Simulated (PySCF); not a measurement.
CH5ClF2Si2, SMILES FC[Si@](F)([SiH3])Cl. Atoms are numbered in the order given.

```xyz
11

F     -1.2823    -2.1584     0.3852
C     -1.5478    -0.8019     0.5672
Si    -0.1365     0.1610    -0.2462
F     -0.4021     0.2158    -1.8526
Si     1.9357    -0.8291     0.1947
Cl    -0.2180     2.1111     0.4617
H     -1.6013    -0.5841     1.6486
H     -2.5274    -0.5556     0.1203
H      2.0143    -2.1583    -0.4713
H      3.0304     0.0551    -0.2945
H      2.0488    -0.9971     1.6718
```

Geometry: B3LYP-D3(BJ)/def2-SVP. The structure was generated by enumeration; whether it is a known compound was not checked. One conformer was computed; it need not be the lowest.

Calculation: PBE0/pcSseg-1 in PySCF.

GIAO shieldings, no solvent; atoms listed in one row are averaged. δ = σ(ref) − σ: ¹⁹F against CFCl3 (σ = 167.2 ppm); ¹³C against TMS (σ = 186.3 ppm); ²⁹Si against TMS (σ = 352.7 ppm); ³⁵Cl against HCl (σ = 945.9 ppm); ¹H against TMS (σ = 31.56 ppm), references at their B3LYP-D3(BJ)/def2-TZVP geometries, non-relativistic (without spin–orbit terms, shifts of atoms bonded to Cl or Br come out too high).

| nucleus | atoms | count | δ (ppm) |
|---|---|---|---|
| ¹⁹F | F4 | 1 | -160.8 |
| ¹⁹F | F1 | 1 | -302.5 |
| ¹³C | C2 | 1 | 84.6 |
| ²⁹Si | Si3 | 1 | 42.2 |
| ²⁹Si | Si5 | 1 | -106.6 |
| ³⁵Cl | Cl6 | 1 | 69.0 |
| ¹H | H8 | 1 | 5.14 |
| ¹H | H7 | 1 | 4.59 |
| ¹H | H9, H10, H11 | 3 | 3.87 |
